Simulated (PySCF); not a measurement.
SMILES [OH][Ge]([OH])([O])[OH], doublet (PBE0/def2-SVP optimised geometry):

```
8

O     -1.464     0.800     0.000
Ge    -0.667    -0.800     0.000
O     -1.199    -1.531    -1.508
O      1.084    -0.800     0.000
O     -1.160    -1.603     1.474
H     -2.156    -1.495    -1.623
H      1.464    -0.572    -0.856
H     -0.426    -2.082     1.877
```

Computed with unrestricted PBE0/def2-TZVP (PySCF 2.14.0).

### Question
What are the frontier orbital energies (α orbitals alone; a β orbital can be the lowest empty one) and the dipole moment?

### Answer
HOMO-2 -9.85 eV, HOMO-1 -9.66 eV, HOMO -9.53 eV, LUMO -0.45 eV, LUMO+1 1.27 eV; dipole moment 1.47 D.

On the same geometry unrestricted PBE/def2-TZVP (PySCF) gives HOMO-2 -8.04 eV, HOMO-1 -7.90 eV, HOMO -7.61 eV, LUMO -1.47 eV, LUMO+1 0.31 eV; dipole moment 1.77 D.

Meta-Löwdin charges at PBE0/def2-TZVP: O1 -0.43, Ge2 1.54, O3 -0.73, O4 -0.74, O5 -0.73, H6 0.36, H7 0.36, H8 0.36.
